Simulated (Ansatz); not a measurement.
The same isomerisation along the group F, Cl, Br.

Computed with Ansatz on PBE0-D4/def2-TZVP structures; ΔE is electronic, products minus reactants. CCSD(T)/CBS adds triple-zeta CCSD(T) − MP2 to the extrapolated MP2 energy (def2 sets, frozen cores). This one scheme is used for every species. DFT in def2-TZVPP. For Br outer-core shells are correlated without core-valence functions, which leaves a few kJ/mol of doubt a bond. Scalar relativity is left out up to krypton. Each species was taken in one conformer, which may not be the lowest.

| reaction | B2PLYP (kJ/mol) | PBE-D4 (kJ/mol) | r2SCAN-D4 (kJ/mol) | ωB97X-V (kJ/mol) | CCSD(T)/CBS(def2) (kJ/mol) |
| --- | --- | --- | --- | --- | --- |
| `NCBF` → `CNBF` | -141 | -136 | -139 | -135 | -137 |
| `NCBCl` → `CNBCl` | -145 | -138 | -141 | -139 | -141 |
| `NCBBr` → `CNBBr` | -147 | -139 | -142 | -141 | -142 |

Largest T1 diagnostic: 0.012, for `CNBF`.
